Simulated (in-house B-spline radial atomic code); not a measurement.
The outermost shell (largest non-relativistic mean radius) with and without relativity; Dirac values are averaged over j. Computed with an all-electron radial atomic-structure program (B-spline basis): non-relativistic Hartree-Fock and Dirac-Hartree-Fock, averages of the configuration (point nuclei without relativity, finite nuclei with it).

| ion | configuration | outermost shell | radius non-relativistic (bohr) | radius Dirac (bohr) | radius change (%) | level non-relativistic (eV) | level Dirac (eV) | spin-orbit splitting (eV) |
| --- | --- | --- | --- | --- | --- | --- | --- | --- |
| V+ | [Ar] 3d4 | 3d | 1.4884 | 1.4976 | 0.615 | -14.796 | -14.687 | 0.053819 |
| Cr+ | [Ar] 3d5 | ? | ? | ? | ? | ? | ? | ? |
| Mn+ | [Ar] 3d5 4s1 | ? | ? | ? | ? | ? | ? | ? |
| Fe+ | [Ar] 3d6 4s1 | 4s | 2.8775 | 2.8469 | -1.064 | -14.824 | -15 | - |
| Co+ | [Ar] 3d8 | 3d | 1.096 | 1.1019 | 0.53996 | -19.794 | -19.63 | 0.21495 |
| Ni+ | [Ar] 3d9 | ? | ? | ? | ? | ? | ? | ? |
| Cu+ | [Ar] 3d10 | 3d | 0.97763 | 0.98284 | 0.53254 | -22.045 | -21.846 | 0.36019 |
| Zn+ | [Ar] 3d10 4s1 | 4s | 2.5663 | 2.5256 | -1.5885 | -16.645 | -16.946 | - |
| Ga+ | [Ar] 3d10 4s2 | 4s | 2.3455 | 2.3104 | -1.4967 | -18.723 | -19.038 | - |
| Ge+ | [Ar] 3d10 4s2 4p1 | 4p | 2.591 | 2.5826 | -0.32401 | -15.361 | -15.355 | 0.21783 |

(1) Fill in the row of Cr+.

(2) Fill in the row of Mn+.

(3) Fill in the row of Ni+.

(4) Which member changes most?

## Answers

(1) outermost shell: 3d; radius non-relativistic (bohr): 1.3588; radius Dirac (bohr): 1.3667; radius change (%): 0.58199; level non-relativistic (eV): -16.139; level Dirac (eV): -16.018; spin-orbit splitting (eV): 0.0815.

(2) outermost shell: 4s; radius non-relativistic (bohr): 2.9746; radius Dirac (bohr): 2.9465; radius change (%): -0.94776; level non-relativistic (eV): -14.332; level Dirac (eV): -14.482.

(3) outermost shell: 3d; radius non-relativistic (bohr): 1.0329; radius Dirac (bohr): 1.0384; radius change (%): 0.53507; level non-relativistic (eV): -20.933; level Dirac (eV): -20.752; spin-orbit splitting (eV): 0.28089.

(4) Zinc (Zn+): its 4s shell contracts by 1.6 %.
